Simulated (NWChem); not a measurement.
Species: SbBrCl2; SMILES [Cl][Sb]([Cl])[Br]

Results from NWChem. Coordinates come from a PBE0/def2-SVP optimisation. No frequency run checked for a minimum. def2 effective core potentials on Sb; no spin-orbit coupling. Ions are spin-unrestricted doublets at the neutral geometry; other ion states weren't tried.

For level PBE0/def2-SVP:

```yaml
vertical ionisation energy, ΔSCF (eV): 10.27
"−ε(HOMO) (eV)": 8.28
```

Problem. How do the values read with level PBE/def2-SVP instead?

Solution. The vertical ionisation energy, ΔSCF (eV) is 9.90 and the −ε(HOMO) (eV) is 7.09.
